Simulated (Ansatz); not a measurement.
A single point on CCl2FGeNO (`O=C=[N][Ge]([F])([Cl])[Cl]`).

```yaml
crystal:
  periodic: [false, false, false]
  atoms:
    - {symbol: O, position_ang: [-2.260434, 1.297316, 1.380033]}
    - {symbol: C, position_ang: [-1.598896, 0.608669, 0.725544]}
    - {symbol: N, position_ang: [-0.983129, -0.152316, 0.018758]}
    - {symbol: Ge, position_ang: [0.731597, -0.411500, -0.436554]}
    - {symbol: F, position_ang: [0.727100, -1.732471, -1.516743]}
    - {symbol: Cl, position_ang: [1.912191, -0.933923, 1.229697]}
    - {symbol: Cl, position_ang: [1.532770, 1.256226, -1.446534]}
basis:
  gaussian: {orbitals: def2-QZVPP}
correlation: {method: mp2}
```

```sh
$ ansatz run in.yaml --threads 2 --pin off --events-out ev --progress --plain --max-ram 32768MiB --backend cuda --devices 0, --max-vram 18GiB
```

Shortened log:

```
Functional definition: HF
2876 factors; integrals over basis functions are off by at most 5.2e-4 eV
mean field evaluation 1: about -88742.2803 eV, gradient 4.8e1 eV
mean field evaluation 2: about -88742.5143 eV, gradient 4.9e1 eV
mean field evaluation 4: about -88746.6819 eV, gradient 4.2e0 eV
mean field evaluation 8: about -88746.7363 eV, gradient 5.8e-1 eV
mean field -88746.73726907 eV, -3261.3824399394 hartree, gradient 2.6e-6 eV, S^2 0.000000; 0 other end points of the search recorded, 0 dependent functions left out
23 core orbitals not correlated: weight in the atoms' cores, before any rotation towards them, 1.000 or more for the frozen orbitals, at most 0.000 for the correlated occupied ones
reference -88746.73726907 eV, -3261.3824399394 hartree; 25, 25 occupied and 409, 409 virtual orbitals, 2876 factors
second order -48.66989818 eV of doubles, -0.00000000 eV of singles
Total energy: -88795.40716725 eV, -3263.1710257078 hartree
```

It took 7.5 s on 2 threads of an AMD EPYC 7R13 on a shared host and a share of an NVIDIA H100 80 GB, with 0.94 GiB of host memory at the peak.
